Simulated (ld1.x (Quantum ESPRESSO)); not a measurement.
# Cutoff test, Sb (Z = 51), TM

ld1.x (Quantum ESPRESSO) 7.5 input, shortened:

```
&input
   title='Sb', zed=51., rel=0, dft='PZ', iswitch=3,
   config='[Kr] 4d10 5s2 5p0'
 /
 &inputp
   pseudotype=2, tm=.true., lloc=0,
   nlcc=.true., new_core_ps=.true., rcore=0.80
 /
2
5P  2  1   0.00   0.00  2.00  2.00  0.0
5S  1  0   2.00   0.00  1.60  1.60  0.0
 &test
   configts(1)='5s2 5p0'
 /
```

The pseudo-atom Hamiltonian at the reference potential is diagonalised in spherical Bessel functions j_l(qr) that vanish at 20 bohr, with q² up to the cutoff. All-electron valence levels (Ry): 5p -2.1401, 5s -2.7886.

Q: How do the lowest levels (Ry) of each channel move with the cutoff, and are there ghosts?

A:

| cutoff (Ry) | p #1 | p #2 | s #1 | d #1 | f #1 | f #2 | Σ f·Δε (mRy) |
| --- | --- | --- | --- | --- | --- | --- | --- |
| 8 | -2.1120 | -0.8860 | -2.7067 | -1.3832 | -0.7058 | -0.4133 | 163.8 |
| 12 | -2.1344 | -0.8986 | -2.7129 | -1.3898 | -0.7071 | -0.4140 | 151.4 |
| 18 | -2.1381 | -0.9019 | -2.7419 | -1.4040 | -0.7076 | -0.4142 | 93.3 |
| 21 | -2.1383 | -0.9019 | -2.7588 | -1.4067 | -0.7079 | -0.4144 | 59.7 |
| 30 | -2.1398 | -0.9032 | -2.7805 | -1.4079 | -0.7087 | -0.4148 | 16.1 |
| 40 | -2.1400 | -0.9037 | -2.7822 | -1.4094 | -0.7088 | -0.4148 | 12.7 |
| 50 | -2.1401 | -0.9038 | -2.7857 | -1.4109 | -0.7088 | -0.4148 | 5.7 |
| 60 | -2.1401 | -0.9038 | -2.7874 | -1.4111 | -0.7089 | -0.4148 | 2.4 |
| 70 | -2.1401 | -0.9038 | -2.7875 | -1.4111 | -0.7089 | -0.4149 | 2.1 |
| 90 | -2.1401 | -0.9039 | -2.7881 | -1.4115 | -0.7089 | -0.4149 | 0.9 |
| 110 | -2.1401 | -0.9039 | -2.7883 | -1.4115 | -0.7090 | -0.4149 | 0.5 |
| 400 | -2.1401 | -0.9039 | -2.7886 | -1.4116 | -0.7090 | -0.4149 | 0.0 |

Result: no extra level below or beside the all-electron valence levels (p, s, d, f tested); 10 mRy is reached at 50 Ry and 1 mRy at 90 Ry.
